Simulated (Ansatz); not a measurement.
Ansatz (an electronic-structure program) input (PBE-QIDH/def2-TZVPD):

Ansatz 0.2 input:
```yaml
crystal:
  periodic: [false, false, false]
  atoms:
    - {symbol: Ga, position_ang: [-0.00000000, -0.00000000, -0.35303556]}
    - {symbol: O, position_ang: [0.00000000, 0.00000000, 1.36801278]}
basis:
  gaussian:
    orbitals: def2-TZVPD
hamiltonian:
  xc: {name: PBE-QIDH}
magnetization: {spin_polarized: true, initial_magnetization: 1}
correlation: {electrons: outside_noble_gas}
```

Output:

```
Functional definition: PBE-QIDH
integrals: 0.05 GiB planned
592 factors; integrals over basis functions are off by at most 1.4e-3 eV
mean field: 0.38 GiB planned
mean field evaluation 1: about -54392.7408 eV, gradient 4.3e1 eV
mean field evaluation 2: about -54392.7817 eV, gradient 4.2e1 eV
mean field evaluation 4: about -54400.5822 eV, gradient 5.1e0 eV
mean field evaluation 8: about -54401.1053 eV, gradient 7.0e-1 eV
mean field evaluation 16: about -54401.1399 eV, gradient 1.1e-2 eV
mean field evaluation 32: about -54401.1640 eV, gradient 4.8e-1 eV
mean field evaluation 64: about -54401.1399 eV, gradient 5.7e-5 eV
mean field evaluation 96: about -54336.8377 eV, gradient 5.2e1 eV
mean field evaluation 128: about -54401.2176 eV, gradient 1.0e-1 eV
mean field -54401.21779362 eV, -1999.2078794458 hartree, gradient 5.1e-8 eV, S^2 0.768148; 7 other end points of the search recorded, 0 dependent functions left out
15 core orbitals not correlated, not the lowest: weight in the atoms' cores, before any rotation towards them, 0.507 or more for the frozen orbitals, at most 0.487 for the correlated occupied ones
reference -54401.21780595 eV, -1999.2078798988 hartree; 5, 4 occupied and 74, 75 virtual orbitals, 592 factors
second order -7.32267361 eV of doubles, -0.00000000 eV of singles
Total energy: -54403.65869715 eV, -1999.2975809961 hartree
```
